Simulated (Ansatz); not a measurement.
Two spin states of BeH-, each at its own minimum; 2S+1 = 1, 3 were tried, and our sources give no spin for the ground state.

Each state is the lowest solution found for its spin in def2 and cc sets. The singlet is a restricted closed-shell determinant, which can mix singlet states where a π or δ shell is part-filled.

Correlated levels freeze the inner cores; with def2 sets outer-core shells near the valence are correlated too.

Run with Ansatz (an electronic-structure program) with Gaussian orbitals. Each number belongs to the level named beside it.

```json
[
 {"level": "PBE/def2-TZVPP", "energy of the multiplicity-3 state above the multiplicity-1 state (kcal/mol)": "?"},
 {"level": "PBE0/def2-TZVPP", "energy of the multiplicity-3 state above the multiplicity-1 state (kcal/mol)": "?"},
 {"level": "wB97X-V/def2-TZVPP", "energy of the multiplicity-3 state above the multiplicity-1 state (kcal/mol)": "22.39"},
 {"level": "CCSD/def2-TZVPP", "energy of the multiplicity-3 state above the multiplicity-1 state (kcal/mol)": "22.62"},
 {"level": "CCSD(T)/def2-TZVPP", "energy of the multiplicity-3 state above the multiplicity-1 state (kcal/mol)": "23.02"}
]
```

Problem. Fill in the missing entries.

Solution. 
- PBE/def2-TZVPP, energy of the multiplicity-3 state above the multiplicity-1 state (kcal/mol): 17.07
- PBE0/def2-TZVPP, energy of the multiplicity-3 state above the multiplicity-1 state (kcal/mol): 16.46

Doubts at one or more of the structures used: a restricted determinant that unrestricted orbitals would lower (CCSD/def2-TZVPP, CCSD(T)/def2-TZVPP).
